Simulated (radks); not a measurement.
Task: Coherent X-ray form factor from a spherical all-electron density. Method: scalar-relativistic Kohn-Sham, PBE, spin-unpolarised, spherical densities, point nucleus; computed with a radial shooting solver on a logarithmic mesh with Libxc functionals.

sin(theta)/lambda (1/angstrom),f0 (electrons)
0.05,16.508
0.1,15.231
0.15,13.602
0.2,12.008
0.25,10.656
0.3,9.596
0.4,8.184
0.5,7.295
0.6,6.580
0.8,5.233
1,4.018
1.25,2.880
1.5,2.167
2,1.505

The species is in the configuration that NIST lists as its ground one. Which atom or ion scatters so?

Result: Neutral chlorine, [Ne] 3s2 3p5. Extrapolating in s^2 from the first two rows gives f0(0) = 16.9, near the electron count 17; among species with that count, the fall with angle is slower the higher Z, and the table is that of Z = 17; from so few rows the species is fixed only to a neighbour or two.
